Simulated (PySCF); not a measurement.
Compound: C₄H₁₀OSi₃.
SMILES: `[SiH3][SiH]([SiH3])c1ccco1`

Method used: TDDFT CAM-B3LYP/def2-SVPD, vertical, gas phase, core orbitals frozen in the response in PySCF. Geometry: PBE0-D3(BJ)/def2-SVP, one conformer, isolated molecule. Torsions of this conformer, `[SiH3:1][SiH:2]([SiH3:3])[c:4]1[cH:5][cH:6][cH:7][o:8]1`: Si1–Si2–C4–C5 -118°.

Orbital energies (eV): HOMO-3 -9.99, HOMO-2 -9.67, HOMO-1 -9.45, HOMO -7.82, LUMO 0.54, LUMO+1 0.85, LUMO+2 1.00.

Lowest singlets, with some entries withheld (?).

```json
{"state": "S1", "E (eV)": "5.61", "f": "?", "main configurations (H = HOMO, L = LUMO)": "H→L (95%)"}
{"state": "S2", "E (eV)": "5.91", "f": "?", "main configurations (H = HOMO, L = LUMO)": "H→L+2 (52%), H→L+1 (34%)"}
{"state": "S3", "E (eV)": "6.21", "f": "?", "main configurations (H = HOMO, L = LUMO)": "H→L+1 (48%), H→L+2 (25%), H→L+3 (13%)"}
{"state": "S4", "E (eV)": "6.52", "f": "?", "main configurations (H = HOMO, L = LUMO)": "H→L+3 (61%), H→L+2 (15%)"}
{"state": "S5", "E (eV)": "6.64", "f": "?", "main configurations (H = HOMO, L = LUMO)": "H→L+4 (41%), H→L+7 (20%), H-2→L (14%)"}
{"state": "S6", "E (eV)": "6.76", "f": "?", "main configurations (H = HOMO, L = LUMO)": "H→L+5 (76%)"}
{"state": "S7", "E (eV)": "6.86", "f": "?", "main configurations (H = HOMO, L = LUMO)": "H→L+4 (43%), H-2→L (16%), H-1→L (10%)"}
{"state": "S8", "E (eV)": "7.00", "f": "?", "main configurations (H = HOMO, L = LUMO)": "H→L+6 (72%)"}
{"state": "S9", "E (eV)": "7.29", "f": "?", "main configurations (H = HOMO, L = LUMO)": "H-1→L (59%), H→L+7 (18%), H-2→L (9%)"}
{"state": "S10", "E (eV)": "7.31", "f": "?", "main configurations (H = HOMO, L = LUMO)": "H→L+8 (23%), H-3→L (22%), H-1→L+2 (13%)"}
```

Fill in the withheld entries.

- S1: f = 0.428
- S2: f = 0.015
- S3: f = 0.072
- S4: f = 0.0023
- S5: f = 0.0030
- S6: f = 0.038
- S7: f = 0.0043
- S8: f = 0.0000
- S9: f = 0.110
- S10: f = 0.0028

What is the mean static polarisability from the same response equations?

139.5 au (20.67 Å³), with principal values 122.1, 132.8 and 163.5 au.

What is the vertical ionisation energy by ΔSCF at this level?

8.39 eV; −ε(HOMO) is 7.82 eV.

Which level carries the most intensity, and what share of the listed sum of f?

S1, with f = 0.428 of 0.677, 63%.
